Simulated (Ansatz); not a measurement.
## A barrier at the coupled-cluster level

Start structure (GaSiH5S, closed shell), relaxed at PBE0-D4/def2-TZVP:

Ga1  (-1.105, -0.196, -0.499)
Si2  (0.595, 0.719, 0.933)
S3  (-0.522, -1.711, -1.991)
H4  (0.779, -1.719, -1.661)
H5  (-2.633, 0.142, -0.528)
H6  (1.924, 0.123, 0.629)
H7  (0.689, 2.194, 0.755)
H8  (0.274, 0.448, 2.362)
(Å)

The step: GaSiH₅S ([SiH3][GaH][SH]) → GaHS ([S][GaH]) + SiH₄; bonds formed: Si2–H4; bonds broken: Ga1–Si2, S3–H4. Program: Ansatz 0.2.0. Basis: def2-TZVPP and def2-QZVPP. Cores are frozen in the correlated methods. Filled d shells of the heavier atoms are correlated. The def2 sets are not built for correlating such inner shells, so the correlated values are less sure here. Extrapolation: Hartree–Fock as exp(−7.88 √X), correlation as X^−2.97. Energies below are by CCSD(T) at an estimated basis limit (MP2 extrapolated from triple and quadruple zeta, plus CCSD(T) − MP2 in triple zeta).

**Question.** What are the electronic barrier and the energy of the step, from the start structure to the end structure? (Judge from chemistry; the value comes from the calculation.)

**Answer.** Computed: Barrier 53.42 kcal/mol; step energy 20.48 kcal/mol (uphill); reverse barrier, their difference, 32.94 kcal/mol. Barrier and step energy count from the start structure, the reverse barrier from the end structure.

The saddle point: One imaginary mode of 1263i cm⁻¹.
```csv
pair,start (Å),saddle (Å),end (Å)
Si2–H4,3.56,1.83,1.49
Ga1–Si2,2.40,2.72,3.71
S3–H4,1.34,1.84,3.52
```

Zero-point energy (harmonic, PBE0-D4): ZPE is 25.62 kcal/mol at the start and 23.15 kcal/mol at the saddle, so the barrier goes from 53.42 to 50.94 kcal/mol.

The T1 diagnostic stays at or below 0.019.

Labels in which every atom is bracketed show which atoms are joined, not bond orders.

For scale, one of the runs: CCSD(T)/def2-TZVPP, 202 basis functions, launched by `ansatz run in.yaml --threads 4 --pin off --events-out ev --progress --plain --max-ram 9574MiB`. The run took 70 s on 4 CPU threads of an AMD EPYC (shared host), with 2.3 GiB of host memory at its peak.
